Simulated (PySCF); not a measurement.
Point groups of optimised structures. Method: PBE0/pcSseg-1 in PySCF (dipole) on a GFN2-xTB geometry, gas phase. The symmetry is that of the one conformer found, every atom within 0.08 Å of its image; none is proved a minimum here.

Question: What symmetry has `[O:1]=[C:2]([F:3])[CH:4]1[CH2:5][CH2:6]1` with O1–C2–C4–C5 34°?

Answer: Cs; asymmetric top; symmetry number 1; 2 operations, which sort the 11 atoms into 8 sets; dipole 3.49 D, in the ab plane, which is the mirror; A, B, C = 7575, 2664, 2326 MHz; heavy atoms equivalent by symmetry: C5/C6.

Question: Point group, rotor type and polarity of `[CH3:1][O:2][SiH2:3][O:4]/[CH:5]=[CH:6]\[SiH2:7][NH2:8]` with C1–O2–Si3–O4 -176°, O2–Si3–O4–C5 -58°, Si3–O4–C5–C6 -176°, C5–C6–Si7–N8 173°, C6–Si7–N8–H 47° and -176°?

Answer: C1; near-prolate asymmetric top; symmetry number 1; this conformer is chiral (no improper operation); dipole 2.06 D; A, B, C = 5251, 474.9, 460.7 MHz.

Question: Point group, rotor type and polarity of `C1=NCC1` (1-azetine)?

Answer: Cs; asymmetric top; symmetry number 1; 2 operations, which sort the 9 atoms into 7 sets; dipole 2.42 D, in the ab plane, which is the mirror; A, B, C = 14049, 13133, 7426 MHz.
